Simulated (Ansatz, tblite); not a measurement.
Removing and adding an electron: the cluster In₄Sn. The state is a singlet with charge 0. Geometry: r2SCAN-D4/def2-SVP. Ansatz, gas phase; energy differences of separate SCF runs; the oxidised species was run as a doublet alone; the reduced species was run as a doublet alone.

```tsv
atom	x (Å)	y (Å)	z (Å)
In1	-1.6871	0.3693	2.4381
In2	2.0439	0.5341	-1.2402
In3	-0.6295	1.6534	-1.4514
In4	1.4162	-1.7755	0.4094
Sn5	-1.1435	-0.7813	-0.1560
```

In the def2 sets In, Sn take a core potential; there is no spin–orbit coupling. The xTB rows come from tblite. HOMO above LUMO, or a gap near zero within one spin, warns that the state may not be the lowest or that an electron is smeared out. The structure comes from a short search, and lower isomers may exist.

| level | −HOMO (eV) | vertical IE (eV) | −LUMO (eV) | vertical EA (eV) | HOMO–LUMO gap (eV) | IE − EA (eV) | remarks |
| --- | --- | --- | --- | --- | --- | --- | --- |
| GFN1-xTB | 7.45 | 9.09 | 6.33 | 4.94 | 1.13 | 4.15 | – |
| GFN2-xTB | 7.11 | 9.17 | 5.92 | 4.08 | 1.19 | 5.09 | – |
| PBE-D4/def2-TZVP | 4.32 | 6.21 | 2.94 | – | 1.38 | – | gap within one spin near zero (+1 doublet) |
| PBE-D4/def2-TZVPD | 4.32 | – | 2.94 | 1.24 | 1.38 | – | HOMO above zero (-1 doublet), gap within one spin near zero (-1 doublet) |
| r2SCAN-D4/def2-TZVP | 4.50 | 6.25 | 2.97 | – | 1.53 | – | – |
| r2SCAN-D4/def2-TZVPD | 4.50 | – | 2.98 | 1.35 | 1.53 | – | HOMO above zero (-1 doublet) |
| PBE0-D4/def2-TZVP | 4.89 | 6.18 | 2.47 | – | 2.42 | – | – |
| PBE0-D4/def2-TZVPD | 4.90 | – | 2.47 | 1.31 | 2.42 | – | – |

Run but left out: HF/def2-SVP (singlet: restricted singlet, unstable towards broken spin symmetry); MP2/def2-SVP, CCSD/def2-SVP, CCSD(T)/def2-SVP (charge +1 doublet: ⟨S²⟩ 1.41, where a pure state has 0.75).   A HOMO above zero means that the electron is unbound at that level or that self-interaction error raises the level; the energy of removing that electron tells which. Raw xTB energy differences between charge states are shifted by several eV; the methods need an empirical correction for them.
